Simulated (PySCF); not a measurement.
Compound: C5H12Si.
Atom-mapped SMILES: `[CH3:1][CH:2]([CH3:3])[SiH:4]1[CH2:5][CH2:6]1` (hydrogens: H7, H8, H9 on C1; H10 on C2; H11, H12, H13 on C3; H14 on Si4; H15, H16 on C5; H17, H18 on C6)

Structure used (PBE0-D3(BJ)/def2-SVP), in Å, numbered top down from 1:
```xyz
18
C5H12Si angstrom
C     -1.6062   -0.4328   -1.2847
C     -0.8948    0.2156   -0.0976
C     -1.7544    0.1843    1.1662
Si     0.8064   -0.5430    0.2018
C      2.2984    0.1232   -0.6846
C      2.2095    0.5173    0.8058
H     -1.0136   -0.3638   -2.2098
H     -2.5802    0.0502   -1.4725
H     -1.8062   -1.5014   -1.0978
H     -0.6786    1.2705   -0.3501
H     -1.9531   -0.8510    1.4905
H     -1.2728    0.7078    2.0063
H     -2.7334    0.6615    0.9898
H      0.7989   -1.9815    0.5885
H      3.1142   -0.5529   -0.9640
H      2.1676    0.9329   -1.4123
H      2.0245    1.5766    1.0198
H      2.9693    0.0898    1.4696
```

Linear response at CAM-B3LYP/def2-SVPD (PySCF, frozen core in the response, non-relativistic).

Static isotropic polarisability: 87.96 au (13.03 Å³), principal values 77.4, 82.2, 104.3 au.

(1) What is the polarisability at 1064 nm and at the sodium D line?

(2) What is the isotropic C6 coefficient between two such molecules, C6 = (3/π)∫α(iω)² dω?

(3) Which effective excitation energy ω̄ makes London's formula C6 = (3/4)α²ω̄ exact here?

(4) How many electrons N does the Slater–Kirkwood formula C6 = (3/4)·√N·α^(3/2) need to give this C6?

(5) How anisotropic is the static polarisability, by Δα² = ½[(α1 − α2)² + (α2 − α3)² + (α3 − α1)²]?

(6) What molar refraction at the D line follows from R = (4π/3)·N_A·α′, with α′ the polarisability volume?

(7) The lowest 10 singlets have (eV, f): 6.48, 0.002; 6.62, 0.212; 6.78, 0.019; 6.88, 0.002; 7.44, 0.007; 7.67, 0.012; 7.68, 0.004; 7.83, 0.001; 7.85, 0.010; 8.13, 0.020. What share of the static polarisability do they carry in the sum over states α = Σ f/ω²?

## Answers

(1) 88.74 au at 1064 nm (+0.9 %), 90.61 au at 589.3 nm (+3.0 %). The rise at 589.3 nm is 3.37 times that at 1064 nm; a pure ω² law gives 3.26. The lowest singlet lies at 191 nm, shorter than both wavelengths.

(2) 3026 au (Eh·bohr⁶) by a ten-point quadrature over imaginary frequencies, which is 1810 eV·Å⁶ or 174 J·nm⁶/mol.

(3) ω̄ = 4·C6/(3α²) = 0.522 Eh = 14.2 eV. A one-pole form α(ω) = α/(1 − ω²/ω̄²) fitted to the 1064 nm value gives 12.4 eV. London's choice of the ionisation energy (8.67 eV, ΔSCF at the same level) gives C6 = 1850 au, 39 % too low.

(4) N = (4·C6/3)²/α³ = 23.9; the species has 56 electrons in all.

(5) Δα = 24.9 au, or 0.28 of the isotropic value.

(6) α′ = 13.43 Å³ gives R = 33.87 cm³/mol, for isolated, non-vibrating species.

(7) 4.58 au, 5.2 % of α; the largest term, 3.57 au, is that of the state at 6.62 eV. Their oscillator strengths add up to 0.29. Higher states carry the rest.

One conformer stands for the species.
